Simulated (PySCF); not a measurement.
## `C/C(=C\F)C(C)(C)Br`, C6H10BrF

Molfile (atoms numbered from 1):
```
C6H10BrF
     RDKit          3D

 18 17  0  0  0  0  0  0  0  0999 V2000
    1.5531    1.0838   -0.6704 C   0  0  0  0  0  0  0  0  0  0  0  0
    0.8497   -0.1064   -0.0883 C   0  0  0  0  0  0  0  0  0  0  0  0
    1.4539   -1.2862   -0.0147 C   0  0  0  0  0  0  0  0  0  0  0  0
    2.7036   -1.4668   -0.4791 F   0  0  0  0  0  0  0  0  0  0  0  0
   -0.5475    0.0950    0.4238 C   0  0  0  0  0  0  0  0  0  0  0  0
   -1.4033    0.8916   -0.5500 C   0  0  0  0  0  0  0  0  0  0  0  0
   -1.2671   -1.1725    0.8535 C   0  0  0  0  0  0  0  0  0  0  0  0
   -0.3682    1.2252    2.0969 Br  0  0  0  0  0  0  0  0  0  0  0  0
    2.6206    0.8930   -0.7391 H   0  0  0  0  0  0  0  0  0  0  0  0
    1.3948    1.9632   -0.0488 H   0  0  0  0  0  0  0  0  0  0  0  0
    1.1802    1.2958   -1.6721 H   0  0  0  0  0  0  0  0  0  0  0  0
    1.0539   -2.2041    0.3846 H   0  0  0  0  0  0  0  0  0  0  0  0
   -0.9835    1.8744   -0.7450 H   0  0  0  0  0  0  0  0  0  0  0  0
   -1.4770    0.3478   -1.4912 H   0  0  0  0  0  0  0  0  0  0  0  0
   -2.4048    1.0252   -0.1462 H   0  0  0  0  0  0  0  0  0  0  0  0
   -1.3621   -1.8500    0.0063 H   0  0  0  0  0  0  0  0  0  0  0  0
   -0.7397   -1.6781    1.6587 H   0  0  0  0  0  0  0  0  0  0  0  0
   -2.2653   -0.9245    1.2096 H   0  0  0  0  0  0  0  0  0  0  0  0
  1  2  1  0
  2  3  2  0
  3  4  1  0
  2  5  1  0
  5  6  1  0
  5  7  1  0
  5  8  1  0
  1  9  1  0
  1 10  1  0
  1 11  1  0
  3 12  1  0
  6 13  1  0
  6 14  1  0
  6 15  1  0
  7 16  1  0
  7 17  1  0
  7 18  1  0
M  END
```

Method used: PySCF, GIAO KT3/pcSseg-1 magnetisability, rotational g tensor and spin-rotation constants, non-relativistic, gas phase. Geometry: GFN2-xTB.

The calculation is non-relativistic, which matters for the atoms heavier than Zn.

Problem. What are the magnetisability and the molar susceptibility?

Solution. Isotropic -1558 × 10⁻³⁰ J/T², or -93.8 × 10⁻⁶ cm³/mol; principal values -1743, -1495, -1435 × 10⁻³⁰ J/T², anisotropy 282 × 10⁻³⁰ J/T² (root of half the summed squared differences of the principal values). The susceptibility is in cgs units.

Problem. Split it along the inertial axes a, b, c into diamagnetic and paramagnetic parts about the centre of mass, with the quadrupole moment.

Solution. 
```tsv
axis	χ (10⁻⁶ cm³/mol)	diamagnetic (10⁻⁶ cm³/mol)	paramagnetic (10⁻⁶ cm³/mol)	summed x² of all electrons (Å²)	quadrupole Θ (D Å)
a	-93.8	-745.6	651.8	258.2	-8.19
b	-96.8	-1435.7	1338.9	95.6	+3.50
c	-90.8	-1501.0	1410.1	80.2	+4.69
```
Anisotropies 2χaa − χbb − χcc = +0.1 and 2χbb − χaa − χcc = -9.1 × 10⁻⁶ cm³/mol. Θ is traceless in Buckingham's convention.

Problem. And the rotational g tensor?

Solution. 
```
axis  rotational constant (GHz)        g  nuclear part  electronic part
   a                     2.0251  -0.0095        0.6106          -0.6201
   b                     0.8263  -0.0054        0.5144          -0.5198
   c                     0.7837  -0.0076        0.5116          -0.5192
```
Asymmetric top; isotopes 79Br, 12C, 19F, 1H; no vibrational averaging.
